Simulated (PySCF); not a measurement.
Estimate the missing entries of this data sheet.

Compound: C8H7F.
SMILES: `C=Cc1cccc(F)c1`

Conformer (atom-mapped SMILES and torsion angles): `[CH2:1]=[CH:2][c:3]1[cH:4][cH:5][cH:6][c:7]([F:8])[cH:9]1`: C1–C2–C3–C4 180°.

| property | level | value |
| --- | --- | --- |
| point group of the GFN2-xTB geometry | GFN2-xTB | Cs |
| rotational constants A, B, C of the GFN2-xTB geometry | GFN2-xTB | ? |
| dipole moment | PBE0/pcSseg-1 | ? |
| HOMO energy | PBE0/pcSseg-1 | -6.85 eV |
| LUMO energy | PBE0/pcSseg-1 | -1.35 eV |
| 13C chemical shifts (computed TMS as zero) by class | GIAO PBE0/pcSseg-1 | ? |
| 1H chemical shifts (computed TMS as zero) by class | GIAO PBE0/pcSseg-1 | ? |
| isotropic shieldings of nuclei other than C and H, by class | GIAO PBE0/pcSseg-1 | ? |

Electronic properties: PySCF, gas phase, density fitting.

**Question.** The isotropic shieldings of nuclei other than C and H, by class?

**Answer.** 287 (1 F) ppm.

**Question.** What are the 13C chemical shifts (computed TMS as zero) by class?

**Answer.** 173.6 (1 C), 144.3 (1 C), 143.9 (1 C), 135.9 (1 C), 131.1 (1 C), 121.1 (1 C), 120.3 (1 C), 114.7 (1 C) ppm.

**Question.** What are the 1H chemical shifts (computed TMS as zero) by class?

**Answer.** 7.76 (1 H), 7.58 (1 H), 7.21 (1 H), 7.10 (1 H), 6.84 (1 H), 6.31 (1 H), 5.71 (1 H) ppm.

**Question.** The dipole moment?

**Answer.** 1.56 D.

**Question.** What are the rotational constants A, B, C of the GFN2-xTB geometry?

**Answer.** 2.920, 1.274, 0.887 GHz.

The dipole equals about 5.2 × 10⁻³⁰ C·m (1 D = 3.33564 × 10⁻³⁰ C·m). With B = h/(8π²I), that is 505.379 GHz u Å² over I, the principal moments of inertia are 173.1, 396.6 and 569.7 u Å² (most abundant isotopes); the inertial defect Ic − Ia − Ib is 0.0 u Å² (zero for a rigid planar frame, negative otherwise). The rotational constants make it an asymmetric top with κ = (2B − A − C)/(A − C) = -0.62, nearer the prolate limit (−1).

One conformer stands for the species.
